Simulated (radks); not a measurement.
The numbers below are computed, except where a source is named.
Q: Species: Cl. Configuration: [Ne] 3s2 3p5. Level of theory: scalar-relativistic Kohn-Sham, B86b exchange with PBE correlation, spin-unpolarised, spherical densities, finite nucleus; Fermi nuclear charge, rms radius 3.3654 fm (a radial shooting solver on a logarithmic mesh with Libxc functionals). Some entries of the table are withheld. Estimate them.

orbital  occ.  eigenvalue (hartree)  r(max) (bohr)  <1/r> (bohr^-1)
1s          2             -101.1455            (1)            16.68
2s          2              -9.29017            (2)              (3)
2p          6              -7.04539            (4)              (5)
3s          2              -0.76134          1.282           0.9014
3p          5              -0.31659            (6)           0.7454

A: 
(1) 1s r(max) (bohr): 0.05945
(2) 2s r(max) (bohr): 0.3617
(3) 2s <1/r> (bohr^-1): 3.308
(4) 2p r(max) (bohr): 0.3017
(5) 2p <1/r> (bohr^-1): 3.206
(6) 3p r(max) (bohr): 1.429
